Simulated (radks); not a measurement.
Question: Isoelectronic series with 20 electrons, each ion in its NIST ground configuration. Calculated with a radial shooting solver on a logarithmic mesh with Libxc functionals: scalar-relativistic Kohn-Sham, PBE, spin-polarised, spherical densities, finite nucleus; open shells are filled with parallel spins first (spin-orbit coupling, left out, can overturn this in heavy ions); Fermi nuclear charge, rms radius of each element as measured or else 0.836 A^(1/3) + 0.57 fm. Total energies (hartree) and orbital eigenvalues (hartree):

ion,configuration,E (hartree),3p,3s
Ca,[Ar] 4s2,-680.32405,-1.02928,-1.73059
V3+,[Ar] 3d2,-947.17062,-2.87562,-3.85002
Fe6+,[Ar] 3d2,-1262.04389,-6.14643,-7.43960
Cu9+,[Ar] 3d2,-1624.84956,-10.48528,-12.12019
Ge12+,[Ar] 3d2,-2035.97930,-15.86531,-17.86787
Br15+,[Ar] 3d2,-2495.94101,-22.28069,-24.68269
Sr18+,[Ar] 3d2,-3005.33123,-29.73222,-32.57294
Nb21+,[Ar] 3d2,-3564.82973,-38.22388,-41.55150
Ru24+,[Ar] 3d2,-4175.20057,-47.76171,-51.63472
Ag27+,[Ar] 3d2,-4837.30229,-58.35324,-62.84206
Sn30+,[Ar] 3d2,-5552.07892,-70.00726,-75.19584
I33+,[Ar] 3d2,-6320.58185,-82.73370,-88.72152
Ba36+,[Ar] 3d2,-7143.9711,-96.54356,-103.4478
Pr39+,[Ar] 3d2,-8023.5311,-111.4489,-119.4068
Sm42+,[Ar] 3d2,-8960.6388,-127.4628,-136.6340
Tb45+,[Ar] 3d2,-9956.9300,-144.5993,-155.1709
Er48+,[Ar] 3d2,-11014.0014,-162.8737,-175.0605
Lu51+,[Ar] 3d2,-12133.8343,-182.3023,-196.3543
W54+,[Ar] 3d2,-13318.5991,-202.9023,-219.1095
Ir57+,[Ar] 3d2,-14570.5438,-224.6925,-243.3880
Bi63+,[Ar] 3d2,-17286.6822,-271.9235,-296.8081

Estimate the row of Hg60+ ([Ar] 3d2).

Answer: E (hartree) -15892.2626; 3p -247.6926; 3s -269.2607.
